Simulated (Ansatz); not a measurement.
Ansatz (a quantum-chemistry and plane-wave program) input (PBE0/def2-TZVP):

Ansatz 0.2 input:
```yaml
crystal:
  periodic: [false, false, false]
  atoms:
    - {symbol: Ge, position_ang: [-0.00000000, -0.00000000, -1.22905116]}
    - {symbol: Br, position_ang: [0.00000000, 0.00000000, 1.12370392]}
basis:
  gaussian:
    orbitals: def2-TZVP
hamiltonian:
  xc: {name: PBE0}
magnetization: {spin_polarized: true, initial_magnetization: 1}
relax: {f_tol: 0.003, max_steps: 100}
```

End of the output:

```
mean field evaluation 32: about -126549.3644 eV, gradient 1.1e-5 eV
mean field -126549.36443212 eV, -4650.6033646404 hartree, gradient 1.1e-5 eV, S^2 0.754445; 0 other end points of the search recorded, 0 dependent functions left out
the calculation of the forces begins
reference -126549.36445235 eV, -4650.6033653839 hartree; 34, 33 occupied and 62, 63 virtual orbitals, 673 factors
relax step   3: F+E_penalty+E_count = -126549.36443212 eV  Δ(F+E_penalty+E_count) = -1.588e-5 eV  max|allowed force component| = 7.468e-5 eV/Å  Δτ_max = 0.0008 Å  (29 SCF iters, accepted)
integrals: 0.04 GiB planned
673 factors; integrals over basis functions are off by at most 2.8e-4 eV
mean field: 0.59 GiB planned
mean field -126549.36443212 eV, -4650.6033646404 hartree, gradient 1.1e-5 eV, S^2 0.754445; 1 other end points of the search recorded, 0 dependent functions left out
the calculation of the forces begins
reference -126549.36445235 eV, -4650.6033653839 hartree; 34, 33 occupied and 62, 63 virtual orbitals, 673 factors
Total energy: -126549.36445235 eV, -4650.6033653839 hartree
Atom 0 at    -0.000000     0.000000    -1.215972 Å, force    -0.000000    -0.000000     0.000075 eV/Å
Atom 1 at     0.000000    -0.000000     1.110625 Å, force    -0.000000     0.000000    -0.000075 eV/Å
Dipole moment:     0.000000     0.000000    -0.325434 e Å
```
